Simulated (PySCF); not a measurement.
## Nb⁺: excitation energy

Nb⁺ [Kr] 4d4 (5D) → Nb⁺ [Kr] 4d3 5s1 (5F), as a difference of total energies. Computed with PySCF 2.14 in aug-cc-pVDZ-PP with ECP28MDF (5s5p4d2f, 54 functions), with a scalar-relativistic core potential. Correlated levels: valence: 4s2 4p6 frozen. The calculations carry no spin-orbit coupling.

```csv
method,excitation energy (cm⁻¹)
UHF,967.75
PBE,2172.2
PBE0,2939.8
BHandHLYP,2344.4
BLYP,994.30
SCS-MP2 (valence),1353.4
```

**Question.** Estimate what r2SCANh gives.

**Answer.** 830.77 cm⁻¹, closest to UHF among the rows shown.

**Question.** Estimate what MP2 (valence) gives.

**Answer.** 2124.8 cm⁻¹, closest to PBE among the rows shown.

Errors of the correlated levels include the incompleteness of this basis and the frozen core.

For comparison: 2625.5 cm⁻¹ (measured; NIST levels, between the centres of gravity of the two terms).
